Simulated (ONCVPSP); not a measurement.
# What one change does to a pseudopotential (cadmium (Cd), ONCV)

ONCVPSP 4.0.1 input, shortened (lines: element, Z, core and valence counts, functional; n l f; lmax; l rc ep ncon nbas qcut; lloc lpopt rc5 dvloc0; l nproj debl; icmod fcfact rcfact), PBEsol, scalar-relativistic:

```
  Cd 48.00    6    4  -116133      upf
    1    0    2.00
    2    0    2.00
    2    1    6.00
    3    0    2.00
    3    1    6.00
    3    2   10.00
    4    0    2.00
    4    1    6.00
    4    2   10.00
    5    0    2.00
    2
    0    1.45    0.00    4    8    8.40
    1    1.25    0.00    4    8    9.20
    2    1.35    0.00    4    9   10.90
    4    5    1.10    4.00
    0    2    3.20
    1    2    1.30
    2    2    1.30
    1    0.25    0.00
```

In the p channel the program set the typed energies aside and used -2.458, 0.250 Ha.

All-electron outer shells of the reference configuration (PBEsol, scalar-relativistic, ld1.x):

| shell | level (eV) | outermost node (bohr) | outermost maximum (bohr) |
| --- | --- | --- | --- |
| 3d | -393.64 | – | 0.27 |
| 4s | -105.81 | 0.43 | 0.79 |
| 4p | -66.89 | 0.43 | 0.84 |
| 4d | -11.73 | 0.42 | 0.98 |
| 5s | -5.70 | 1.07 | 2.32 |

Change: s: qcut 11.6; p: qcut 12.7; d: qcut 15.

Cutoffs: the cutoffs (Ha) at which the residual kinetic energy of the hardest occupied pseudo-wave falls to 1 and 0.1 mHa per electron; they do not see the model core or the augmentation charge, which bear on the density cutoff. Errors are all-electron minus pseudo energies relative to the spin-unpolarised reference configuration.

**Question.** How do hardness, ghosts and transferability respond?

**Answer.** The potential gets harder (38 Ha and 45 Ha → 49 Ha and 58 Ha); of the 4 tests that both files solve, the error grows in 0 and shrinks in 3 by more than 15 % and 0.3 meV (median size 9.0 → 7.1 meV); neither file shows a bound ghost.

| quantity | base | changed |
| --- | --- | --- |
| cutoff, loose | 38 Ha | 49 Ha |
| cutoff, tight | 45 Ha | 58 Ha |
| loose cutoff by channel | s 26 Ha, p 32 Ha, d 38 Ha | s 39 Ha, p 49 Ha, d 43 Ha |
| bound ghosts | none | none |
| GHOST(+) flags under 300 eV | none | none |
| error for 4s2 4p6 4d10 5s1, meV [ΔE 9.31 eV] | -1.9 | -1.5 |
| error for 4s2 4p6 4d10 5s0, meV [ΔE 26.41 eV] | -7.0 | -4.6 |
| error for 4s2 4p6 4d9 5s0, meV [ΔE 64.40 eV] | -11 | -9.6 |
| error for 4s2 4p5 4d10 5s2, meV [ΔE 74.13 eV] | -61 | -48 |
| s: phases at 1.47 bohr within 0.05 rad from the reference energy up to (Ha; the scan ends near 5) | to the end of the scan | to the end of the scan |
| p: phases at 1.27 bohr within 0.05 rad from the reference energy up to (Ha; the scan ends near 5) | to the end of the scan | to the end of the scan |
| d: phases at 1.37 bohr within 0.05 rad from the reference energy up to (Ha; the scan ends near 5) | to the end of the scan | to the end of the scan |
| rms error of d²Exc/dni dnj with the model core, mHa | 1.21 | 0.46 |
